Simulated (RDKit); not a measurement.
Job for RDKit: MMFF94 on C2H4 (SMILES C=C).

```python
from rdkit import Chem
from rdkit.Chem import AllChem, rdDetermineBonds

blocks = [
'''6

C     0.23865798   -0.63170144    3.72224193
C    -0.19825343    0.61677491    3.65189772
H     0.41551567   -1.12095681    4.67249195
H     0.43768181   -1.21527586    2.83175695
H    -0.37436668    1.10456881    2.70117652
H    -0.39739431    1.20131994    4.54201181
''',
]
mol = None
for b in blocks:
    f = Chem.MolFromXYZBlock(b)
    rdDetermineBonds.DetermineBonds(f, charge=0)
    mol = f if mol is None else Chem.CombineMols(mol, f)
Chem.SanitizeMol(mol)
print(Chem.MolToSmiles(Chem.RemoveHs(mol)))
ff = AllChem.MMFFGetMoleculeForceField(mol, AllChem.MMFFGetMoleculeProperties(mol), nonBondedThresh=100.0, ignoreInterfragInteractions=False)
e = ff.CalcEnergy()
print(f'MMFF94 energy {e:.6f} kcal/mol')
```

Program output:

```
C=C
MMFF94 energy 8.328181 kcal/mol
```

The run finished.

Cost: very roughly 0.04 core-seconds.
